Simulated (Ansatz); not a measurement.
Program: Ansatz. Geometries: PBE0-D4/def2-TZVP. ΔE: electronic, gas phase. CBS: MP2 limit from def2 TZ/QZ plus the TZ coupled-cluster correction, frozen cores. This one scheme is used for every species. DFT in def2-TZVPP. One conformer a species, not always the lowest.

Consider the adduct formation: `[CH3][AlH][CH3]` + `N[SiH3]` → `[CH3][AlH-]([CH3])[NH2+][SiH3]`.

| level | ΔE (kJ/mol) |
| --- | --- |
| r2SCANh-D4 | -102.1 |
| PBE | -81.9 |
| CAM-B3LYP | -81.9 |
| MP2/def2-SVP | -113.8 |

**Question.** What does CCSD(T)/CBS give? (Estimate.)

**Answer.** The calculation gave: -99.2 kJ/mol. The listed levels differ from it by -2.9, 17.3, 17.3, -14.6 kJ/mol.

Largest T1 diagnostic among the species: 0.010.

From PBE to PBE0 (25 % exact exchange), in def2-TZVPP and without D4, ΔE moves by −5.2 kJ/mol. At CCSD(T), def2-SVP lies −14.3 kJ/mol from the extrapolated value and def2-TZVPP −1.1 kJ/mol. Leaving LDA and LC-ωPBE aside and taking each functional with its dispersion term where it has one, the values, not all of them listed here, spread over 19.9 kJ/mol, from r2SCAN0-D4 to B2PLYP. LDA lies −34.3 kJ/mol from PBE without D4.

CCSD(T)/CBS has its own doubt, a few kJ/mol and more with outer-core shells, so smaller differences from it don't rank the levels.
